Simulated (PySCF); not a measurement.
WSCl₄: from structure and modes to constants

These are results of PySCF, B3LYP, basis W def2-SVP with ECP60, S def2-SVP, Cl def2-SVP (scalar-relativistic core potentials, no spin–orbit coupling, density fitting), not measurements.

The singlet minimum has C4v symmetry. Masses (u): W 183.95093, S 31.97207, Cl 34.96885.

```xyz
6
charge 0 multiplicity 1, angstrom
W    -0.0359    0.0000    0.0000
S    -2.1427    0.0000    0.0000
Cl    0.5406   -1.5895    1.5895
Cl    0.5406    1.5895   -1.5895
Cl    0.5406   -1.5895   -1.5895
Cl    0.5406    1.5895    1.5895
```

Harmonic wavenumbers (cm⁻¹): 58.7 (b1, ×1), 150.7 (e, ×2), 159.1 (a1, ×1), 171.6 (e, ×2), 222.0 (b2, ×1), 318.2 (b1, ×1), 375.1 (e, ×2), 390.9 (a1, ×1), 568.5 (a1, ×1).

(1) Find the principal moments of inertia and the rotational constants. What kind of rotor is it?

(2) Find the vibrational entropy and heat capacity at 298.15 K.

Answers

(1) About the centre of mass I = 541.29, 541.29, 706.77 u Å². With B = 16.8576/I this gives 0.03114, 0.03114, 0.02385 cm⁻¹. The molecule is an oblate symmetric top.

(2) With u = 1.43878 ω/T, each mode gives S = R[u/(eᵘ−1) − ln(1−e⁻ᵘ)] and C = R u² eᵘ/(eᵘ−1)².
| ω (cm⁻¹) | u | S (J/(mol K)) | C (J/(mol K)) |
| --- | --- | --- | --- |
| 58.7 | 0.283 | 18.83 | 8.26 |
| 150.7 (×2) | 0.727 | 11.14 | 7.96 |
| 159.1 | 0.768 | 10.72 | 7.92 |
| 171.6 (×2) | 0.828 | 10.12 | 7.86 |
| 222.0 | 1.071 | 8.13 | 7.56 |
| 318.2 | 1.536 | 5.52 | 6.86 |
| 375.1 (×2) | 1.810 | 4.43 | 6.37 |
| 390.9 | 1.887 | 4.17 | 6.23 |
| 568.5 | 2.743 | 2.12 | 4.60 |
The sums over all modes are S = 100.9 and C = 85.8 J/(mol K); the softest mode gives 19 % of the entropy (each member, where degenerate).

Stability towards spin polarisation was not tested. Only a few start shapes were tried, so a lower isomer may exist. No spin–orbit coupling is included, which matters more the heavier the element.
